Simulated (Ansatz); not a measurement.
`C[CH2][InH][OH]` + HCl → `[OH][InH][Cl]` + ethane at 400 K and 1 bar (ligand exchange at the In–C bond).

Calculated with Ansatz (gas phase, PBE0-D4/def2-TZVP geometries, no zero-point term in ΔE). CCSD(T)/CBS adds triple-zeta CCSD(T) − MP2 to the extrapolated MP2 energy (def2 sets, frozen cores). This one scheme is used for every species. Elements past krypton have def2 core potentials. For In outer-core shells are correlated without core-valence functions, which leaves a few kJ/mol of doubt a bond. One conformer a species, not always the lowest.

```csv
species,CCSD(T)/CBS energy (Eh),H − E (kJ/mol),S (J/(mol·K))
`C[CH2][InH][OH]`,-345.30932,252.7,397.4
HCl,-460.38127,29.6,195.4
`[OH][InH][Cl]`,-726.02900,77.0,336.5
`CC`,-79.71954,213.5,244.3
```

H − E and S are ideal-gas, rigid-rotor, harmonic terms from PBE0-D4/def2-TZVP, for one conformer and one mirror image of each species. 1 Eh = 2625.50 kJ/mol, R = 8.31446 J/(mol·K).

Q: By hand: ΔE, ΔH, ΔS and ΔG.

A: ΔE = (-726.02900) + (-79.71954) − (-345.30932) − (-460.38127) = -0.05795 Eh = -152.1 kJ/mol. Δ(H − E) = 77.0 + 213.5 − 252.7 − 29.6 = 8.2, so ΔH = -143.9 kJ/mol. ΔS = 336.5 + 244.3 − 397.4 − 195.4 = -12.0 J/(mol·K). ΔG = -143.9 − 400 × (-12.0)/1000 = -139.1 kJ/mol.

Q: By hand: the equilibrium constant, and the temperature at which ΔG would vanish if ΔH and ΔS stayed fixed.

A: log₁₀ K = −ΔG/(RT ln 10) = 18.2. ΔG = 0 at ΔH/ΔS = 11992 K, far beyond where these terms or the molecules hold.

The number of gas molecules stays the same, so ΔS is small and ΔH decides. A doubt of 5 kJ/mol in ΔE shifts log₁₀ K by 0.7 here. Other conformers and mirror images would add mixing entropy, several J/(mol·K) or more a flexible species. Modes under 60 cm⁻¹, often nearly free rotors, make the harmonic entropy too high. These are equilibria of isolated gas molecules and say nothing of rates. Largest T1 diagnostic: 0.015 (customary marks: 0.02 for closed shells, 0.045 for open ones).
